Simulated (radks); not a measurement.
Problem. Isoelectronic series with 16 electrons, all held in the configuration [Ne] 3s2 3p4, which need not be the ground one along the series. Method: Dirac Kohn-Sham, PBE, spin-unpolarised, spherical densities, finite nucleus; open shells fill j = l - 1/2 first; Fermi nuclear charge, rms radius of each element as measured or else 0.836 A^(1/3) + 0.57 fm; computed with a radial shooting solver on a logarithmic mesh with Libxc functionals. Total energies (hartree) and orbital eigenvalues (hartree):

ion    E (hartree)      3p3/2      3p1/2
S       -399.04856   -0.25617   -0.25924
K3+     -599.04164   -2.00831   -2.02037
Mn9+   -1128.50552   -8.71767   -8.78249
Ni12+  -1458.53898  -13.60939  -13.72929
Ga15+  -1832.66130  -19.51662  -19.72022
Se18+  -2251.38921  -26.43869  -26.76329
Rb21+  -2715.31616  -34.37687  -34.86984
Zr24+  -3225.11421  -43.33372  -44.05394
Tc27+  -3781.53796  -53.31270  -54.33219
Pd30+  -4385.43552  -64.31799  -65.72368
In33+  -5037.75272  -76.35447  -78.25011

Estimate the row of Ti6+.

Solution. E (hartree) -842.12322; 3p3/2 -4.84598; 3p1/2 -4.87693.
